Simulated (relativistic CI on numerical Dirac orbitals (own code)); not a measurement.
**Pt46+: q coefficients and field-shift factors**

Calculated at this level of theory: Dirac-Coulomb-Breit CI, orbitals from a KLI potential per configuration, derivatives by finite differences, unscaled Slater integrals, QED left out (own radial code, finite nucleus).

Configurations in the expansion (outside the closed core [Ar] 3d10): 4s2 4p2, 4s 4p3, 4s2 4p 4d, 4p4, 4s2 4d2, 4s 4p2 4d, 4s2 4p 4f, 4s 4p2 4f. Levels of other configurations are missing.

With x = (α/α₀)² − 1 an excitation energy changes as ω = ω₀ + qx; K = 2q/ω₀ is the relative enhancement. Terms are leading LS components, so labels can repeat. The field-shift factor is F = δν/δ⟨r²⟩ for the transition from the lowest level.

Lowest level 4s2 4p2 3P_0.

| Level | ω₀ (cm⁻¹) | q (cm⁻¹) | K | F (GHz/fm²) |
| --- | --- | --- | --- | --- |
| 4s2 4p2 3P_1 | 985647 | 1.283e+06 | 2.6 | -240 |
| 4s2 4p2 1D_2 | 1024130 | 1.283e+06 | 2.51 | -241 |
| 4s 4p3 3P°_2 | 1868307 | 1.459e+06 | 1.56 | -3280 |
| 4s 4p3 3D°_1 | 2009386 | 1.457e+06 | 1.45 | -3170 |
| 4s2 4p2 3P_2 | 2039066 | 2.569e+06 | 2.52 | -500 |
| 4s2 4p2 1S_0 | 2122559 | 2.57e+06 | 2.42 | -500 |
| 4s2 4p 4d 3F°_2 | 2351396 | 1.348e+06 | 1.15 | -246 |
| 4s2 4p 4d 3D°_1 | 2532112 | 1.371e+06 | 1.08 | -423 |
| 4s2 4p 4d 3P°_2 | 2639054 | 1.751e+06 | 1.33 | -756 |
| 4s2 4p 4d 3F°_3 | 2651425 | 1.654e+06 | 1.25 | -419 |
| 4s 4p3 3D°_2 | 2848572 | 2.546e+06 | 1.79 | -3040 |
| 4s 4p3 3D°_3 | 2916907 | 2.661e+06 | 1.82 | -3270 |
| 4s 4p3 3P°_0 | 2964290 | 2.721e+06 | 1.84 | -3430 |

At this charge energies of transitions that change n are usually good to better than 1 %, and those within a shell (Δn = 0) to a few per cent.
